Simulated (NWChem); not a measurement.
Species: InGeH3Cl2; SMILES [Cl][In]([Cl])[GeH3]

Results from NWChem. Structure relaxed at the PBE-D3(BJ)/def2-SVP level. Not confirmed as a minimum by frequencies. def2 effective core potentials on In; no spin-orbit coupling.

For level B3PW91/def2-SVP:

- highest occupied level (eV) = -8.00
- orbital gap (eV) = 5.77

Question: How do the values read with level PW6B95/def2-SVP instead?

Answer: 
* **highest occupied level (eV)**: -8.21
* **orbital gap (eV)**: 6.20
